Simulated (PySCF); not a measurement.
Sn(F)(NH2)3, H6FN3Sn, SMILES [NH2][Sn]([NH2])([NH2])[F] (CAM-B3LYP/def2-SVP optimised geometry):

```
11

N     -1.167    -1.997     1.553
Sn    -0.448    -0.942     0.000
N     -1.175     0.932     0.000
N      1.562    -0.942     0.000
F     -1.045    -1.806    -1.642
H     -1.404    -2.962     1.335
H     -1.964    -1.556     2.009
H     -0.477     1.638    -0.224
H     -1.985     1.068    -0.601
H      1.969    -1.638     0.621
H      1.985    -1.034    -0.921
```

Calculation: PySCF with CAM-B3LYP/def2-TZVP, def2 effective core potentials past Kr.

What are the frontier orbital energies and the dipole moment?

HOMO-2 -9.30 eV, HOMO-1 -9.20 eV, HOMO -9.20 eV, LUMO 0.10 eV, LUMO+1 1.64 eV; dipole moment 0.55 D.

On the same geometry PySCF with PBE/def2-TZVP, def2 effective core potentials past Kr gives HOMO-2 -6.32 eV, HOMO-1 -6.24 eV, HOMO -6.24 eV, LUMO -1.76 eV, LUMO+1 0.15 eV; dipole moment 0.64 D.
